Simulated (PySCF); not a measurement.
Structure problem from calculated spectra and properties.

Formula: Si4H10.

* UV, first state: lowest singlet excitation: 6.61 eV (188 nm, f = 0.123) [TDDFT PBE0/def2-SVPD]
* Dipole: 0.19 D [PBE0/def2-SVPD]
* XPS: Si2p3/2 106.2 (×2), Si2p3/2 106.4 (×2), Si1s 1845.8 (×2), Si1s 1846.1 (×2) eV [ΔSCF SCAN, pcX-2 on the ionised atom, pcseg-1 elsewhere, spin-free X2C, 2p3/2 from a spin–orbit splitting computed afterwards within the 2p shell]
* Triplet: lowest triplet excitation (Tamm–Dancoff): 5.81 eV [TDA PBE0/def2-SVPD]
* Polarisability: 121.1 au [PBE0/def2-SVPD]
* Rotational structure: rotational constants A, B, C: 3.506, 1.111, 0.918 GHz [GFN2-xTB]

The electronic properties come from PySCF, for the isolated species, density fitting. Levels stand in brackets. Geometry: GFN2-xTB, one conformer, isolated molecule.

Question: What is the compound? Reason from the data.

Answer: Numbering: `[SiH3:1][SiH2:2][SiH2:3][SiH3:4]`. Its formula, Si4H10, gives 0 degrees of unsaturation, so no ring and no π bond. The core levels belong to: Si2p3/2 106.2 eV, SiH2 silicon [Si2/Si3]; Si2p3/2 106.4 eV, SiH3 silicon [Si1/Si4]; Si1s 1845.8 eV, SiH2 silicon [Si2/Si3]; Si1s 1846.1 eV, SiH3 silicon [Si1/Si4]. S1 is mainly HOMO→LUMO (weight 0.79); the largest Löwdin shares of the orbital it empties are 0.28 on each of 2 atoms of one kind (SiH2 silicon) and 0.12 on each of 2 atoms of one kind (SiH3 silicon), of the orbital it fills 0.22 on each of 2 atoms of one kind (SiH2 silicon) and 0.14 on each of 2 atoms of one kind (SiH3 silicon). The optimised geometry has point group C2 and is an asymmetric top. Structure: `[SiH3][SiH2][SiH2][SiH3]`. Computed isomers that give other values at the same levels: `[SiH3][SiH]([SiH3])[SiH3]` (rotational constant A: 1.867 GHz; this holds for the one conformer computed). The assignments are read from this structure; whether some other isomer fits the data as well wasn't checked.

Conformer computed: `[SiH3:1][SiH2:2][SiH2:3][SiH3:4]`: Si1–Si2–Si3–Si4 57°.
